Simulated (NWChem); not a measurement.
System meant: CH6OSi2; SMILES C1O[SiH2][SiH2]1

The following NWChem deck was run.

```
start job
memory heap 200 mb stack 900 mb global 1100 mb
geometry units angstroms noautoz
  C      1.361350     0.490348     0.000000
  O      1.061130    -0.936139     0.000000
  Si    -0.624896    -1.075910     0.000000
  Si    -0.430926     1.250790     0.000000
  H      1.958538     0.734760     0.886404
  H      1.958538     0.734760    -0.886404
  H     -1.150742    -1.788935    -1.200016
  H     -1.150742    -1.788935     1.200016
  H     -0.784718     2.047727     1.208549
  H     -0.784718     2.047727    -1.208549
end
basis spherical
  C library def2-svp
  O library def2-svp
  Si library def2-svp
  H library def2-svp
end
dft
  xc xpbe96 cpbe96
  iterations 4
  mulliken
end
task dft energy
```

End of the output:

```
    Atom       Charge   Shell Charges
 -----------   ------   -------------------------------------------------------
    1 C    6     6.09   1.96  0.62  0.34  1.85  1.23  0.10
    2 O    8     8.28   1.97  0.93  0.62  2.71  2.02  0.02
    3 Si  14    13.63   2.00  1.93  0.69  0.37  5.81  1.28  1.15  0.40
    4 Si  14    13.71   2.00  1.94  0.71  0.37  5.81  1.35  1.31  0.22
    5 H    1     0.98   0.64  0.26  0.07
    6 H    1     0.98   0.64  0.26  0.07
    7 H    1     1.09   0.64  0.43  0.03
    8 H    1     1.09   0.64  0.43  0.03
    9 H    1     1.08   0.63  0.42  0.03
   10 H    1     1.08   0.63  0.42  0.03

 center of mass
 --------------
 x =   0.00423713 y =  -0.04170226 z =   0.00000000

 moments of inertia (a.u.)
 ------------------
         415.766656590195          -0.000000000000           0.000000000000
          -0.000000000000         268.825316758208           0.000000000000
           0.000000000000           0.000000000000         631.523289998762

     Multipole analysis of the density
     ---------------------------------

     L   x y z        total         alpha         beta         nuclear
     -   - - -        -----         -----         ----         -------
     0   0 0 0     -0.000000    -24.000000    -24.000000     48.000000

     1   1 0 0     -0.247060     -0.123530     -0.123530      0.000000
     1   0 1 0      0.507867      0.253934      0.253934      0.000000
     1   0 0 1      0.000000      0.000000      0.000000      0.000000

     2   2 0 0    -29.632012    -85.684083    -85.684083    141.736154
     2   1 1 0      1.812131     -2.389606     -2.389606      6.591343
     2   1 0 1     -0.000000     -0.000000     -0.000000      0.000000
     2   0 2 0    -30.615573   -126.738666   -126.738666    222.861760
     2   0 1 1     -0.000000     -0.000000     -0.000000      0.000000
     2   0 0 2    -30.281858    -28.305090    -28.305090     26.328323

 ------------------------------------------------------------------------
 dft energy failed                                                                                  0
 ------------------------------------------------------------------------
 ------------------------------------------------------------------------
  current input line :
    26: task dft energy
 ------------------------------------------------------------------------
 ------------------------------------------------------------------------
 This type of error is most commonly associated with calculations not reaching convergence criteria
 ------------------------------------------------------------------------
 For more information see the NWChem manual at https://nwchemgit.github.io

0:dft energy failed:Received an Error in Communication
```

Problem. Find the fault in this run and fix the input.

Solution. The run did not converge; its last values are not results. Cause: the SCF was allowed too few iterations. This input runs:
```
start job
memory heap 200 mb stack 900 mb global 1100 mb
geometry units angstroms noautoz
  C      1.361350     0.490348     0.000000
  O      1.061130    -0.936139     0.000000
  Si    -0.624896    -1.075910     0.000000
  Si    -0.430926     1.250790     0.000000
  H      1.958538     0.734760     0.886404
  H      1.958538     0.734760    -0.886404
  H     -1.150742    -1.788935    -1.200016
  H     -1.150742    -1.788935     1.200016
  H     -0.784718     2.047727     1.208549
  H     -0.784718     2.047727    -1.208549
end
basis spherical
  * library def2-svp
end
dft
  xc xpbe96 cpbe96
  iterations 150
  mulliken
end
task dft energy
```
It converges to -695.19857 Ha (PBE/def2-SVP).
